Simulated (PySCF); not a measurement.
# Electron correlation in C (carbon, neutral)

[He] 2s2 2p2, high-spin 3P determinant. Computed with PySCF 2.14 in cc-pVTZ (4s3p2d1f, 30 functions), with the non-relativistic Hamiltonian (point nucleus). Frozen: 1s2; 4 electrons correlated.

MP2 pair energies summed by pair of shells (mhartree):

```csv
pair,energy,share (%)
2s-2p,-40.83,61.0
2s-2s,-18.86,28.2
2p-2p,-7.23,10.8
```

Total MP2 correlation energy: -66.92 mhartree.

Same-spin part -12.65 and opposite-spin part -54.27 mhartree; SCS-MP2 scales them by 1/3 and 6/5 to -69.34 mhartree.

```
  level  correlation energy (mhartree)
   CCSD                         -87.16
    (T)                          -2.04
CCSD(T)                         -89.20
```

Diagnostics: T1 = 0.0084, D1 = 0.0161, largest double amplitude 0.111.

Question: Is a single reference adequate?

Answer: Mostly. T1 lies below 0.03, but a double amplitude of this size points to a near-degeneracy that CCSD handles and MP2 describes poorly.
